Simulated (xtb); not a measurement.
H₃AlCl₂N (SMILES [NH3]->[Al+]([Cl])[Cl]), charge +1, singlet, from a rough starting geometry (GFN-xTB shapes and energies of metal compounds can be far from the true ones); xtb with GFN2-xTB.

Here is a job for xtb.
```
$ xtb mol.xyz --gfn 2 --chrg 1 --opt vtight --json

# file mol.xyz
7

Al     0.04060542     1.19443035     0.32785411
Cl     1.35593255     2.02463426    -0.88745220
Cl    -1.47887194     1.27623591     1.75384667
N      0.05376999    -0.86293558    -0.22274885
H     -0.47296496    -1.01152379    -1.04277727
H     -0.39613673    -1.44179268     0.50696538
H      0.95593354    -1.19433143    -0.38772220
```

The log (banner, timings and long lists left out):

```
   ID    Z sym.   atoms
    1   13 Al     1
    2   17 Cl     2, 3
    3    7 N      4
    4    1 H      5-7

           -------------------------------------------------
          |                Calculation Setup                |
           -------------------------------------------------

           -------------------------------------------------
          |                 G F N 2 - x T B                 |
           -------------------------------------------------

          ...................................................
          :                      SETUP                      :
          :.................................................:
          :  # basis functions                  37          :
          :  # atomic orbitals                  34          :
          :  # shells                           14          :
          :  # electrons                        24          :
          :  max. iterations                   250          :
          :  Hamiltonian                  GFN2-xTB          :
          :  restarted?                      false          :
          :  GBSA solvation                  false          :
          :  PC potential                    false          :
          :  electronic temp.          300.0000000     K    :
          :  accuracy                    1.0000000          :
          :  -> integral cutoff          0.2500000E+02      :
          :  -> integral neglect         0.1000000E-07      :
          :  -> SCF convergence          0.1000000E-05 Eh   :
          :  -> wf. convergence          0.1000000E-03 e    :
          :  Broyden damping             0.4000000          :
          :  net charge                          1          :
          :  unpaired electrons                  0          :
          ...................................................

 iter      E             dE          RMSdq      gap      omega  full diag
   1    -14.3316544 -0.143317E+02  0.175E+01    4.35       0.0  T
   2    -14.4107718 -0.791174E-01  0.122E+01    4.37       1.0  T
   3    -14.4271740 -0.164022E-01  0.657E+00    4.18       1.0  T
   4    -14.4287134 -0.153933E-02  0.134E+00    4.11       1.0  T
   5    -14.4288773 -0.163887E-03  0.675E-01    4.28       1.0  T
   6    -14.4292819 -0.404688E-03  0.379E-01    4.22       1.0  T
   7    -14.4293509 -0.689650E-04  0.181E-01    4.24       1.0  T
   8    -14.4293895 -0.386082E-04  0.128E-01    4.27       1.0  T
[...]
         :: total energy             -14.337990522362 Eh    ::
 * total energy  :   -14.3379905 Eh     change       -0.9739765E-11 Eh
 * total energy  :   -14.3440122 Eh     change       -0.6021720E-02 Eh
 * total energy  :   -14.3430061 Eh     change        0.1006154E-02 Eh
 * total energy  :   -14.3449489 Eh     change       -0.1942832E-02 Eh
 * total energy  :   -14.3450691 Eh     change       -0.1202180E-03 Eh
 * total energy  :   -14.3450970 Eh     change       -0.2785029E-04 Eh
 * total energy  :   -14.3451008 Eh     change       -0.3815080E-05 Eh
 * total energy  :   -14.3451013 Eh     change       -0.4995591E-06 Eh
 * total energy  :   -14.3451014 Eh     change       -0.7002727E-07 Eh
   *** GEOMETRY OPTIMIZATION CONVERGED AFTER 9 ITERATIONS ***
         :: total energy             -14.345101374036 Eh    ::
[...]
             Fermi-level           -0.5331960 Eh          -14.5090 eV

     #   Z          covCN         q      C6AA      α(0)
     1  13 Al       2.290     0.360   111.559    22.826
     2  17 Cl       0.769     0.067    97.039    15.069
     3  17 Cl       0.769     0.069    96.989    15.065
     4   7 N        3.329    -0.291    27.491     7.787
     5   1 H        0.859     0.263     0.836     1.432
     6   1 H        0.859     0.267     0.821     1.419
     7   1 H        0.859     0.266     0.825     1.423

 Mol. C6AA /au·bohr⁶  :       1424.810885
 Mol. C8AA /au·bohr⁸  :      68031.737031
 Mol. α(0) /au        :         65.020563

Wiberg/Mayer (AO) data.
largest (>0.10) Wiberg bond orders for each atom

 ---------------------------------------------------------------------------
     #   Z sym  total        # sym  WBO       # sym  WBO       # sym  WBO
 ---------------------------------------------------------------------------
     1  13 Al   3.915 --     3 Cl   1.582     2 Cl   1.581     4 N    0.674
     2  17 Cl   1.755 --     1 Al   1.581     3 Cl   0.119
     3  17 Cl   1.757 --     1 Al   1.582     2 Cl   0.119
     4   7 N    3.469 --     6 H    0.899     7 H    0.897     5 H    0.896
                             1 Al   0.674
     5   1 H    0.931 --     4 N    0.896
     6   1 H    0.929 --     4 N    0.899
     7   1 H    0.929 --     4 N    0.897
 ---------------------------------------------------------------------------

Topologies differ in total number of bonds
Writing topology from bond orders to xtbtopo.mol

molecular dipole:
                 x           y           z       tot (Debye)
 q only:        0.016      -0.154      -0.023
   full:        0.009       0.081       0.025       0.216
molecular quadrupole (traceless):
                xx          xy          yy          xz          yz          zz
 q only:       -2.327       0.147       4.311      -1.386       1.739      -1.984
  q+dip:       -2.525       1.188       4.968      -5.566       1.977      -2.442
   full:       -3.024       0.239       5.603      -1.941       2.272      -2.579

optimized geometry written to: xtbopt.xyz

           -------------------------------------------------
          | TOTAL ENERGY              -14.345101374036 Eh   |
          | GRADIENT NORM               0.000040682313 Eh/α |
          | HOMO-LUMO GAP               4.605070081980 eV   |
           -------------------------------------------------

normal termination of xtb
```
